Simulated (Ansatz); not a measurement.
Basis-set extrapolation for CH6BFSSi (`CSB(F)[SiH3]`) (PBE0-D4/def2-TZVP geometry, frozen core, the Gaussian-basis code of Ansatz). Multiplicity 1, RHF reference.

```tsv
	def2-TZVPP	def2-QZVPP
HF	-852.108983	-852.136418
MP2 correlation	-0.824817	-0.891469
CCSD(T) correlation	-0.914727	not run
```

Energies in hartree. Use E(X) = E(∞) + A·exp(−7.88·√X) for Hartree–Fock and E(X) = E(∞) + B·X^(−2.97) for correlation, with X = 3 and 4, and add CCSD(T) minus MP2 of the smaller set to the MP2 limit.

Problem. What is the CCSD(T) energy at the basis-set limit?

Solution. HF limit: -852.136418 + (-0.027435) × 0.13774 = -852.14020. MP2 limit: -0.891469 + (-0.066652) × 0.74074 = -0.94084. Higher-order term: -0.914727 − (-0.824817) = -0.08991. Total: -853.17095 hartree, 386.6 kJ/mol below CCSD(T)/def2-TZVPP.
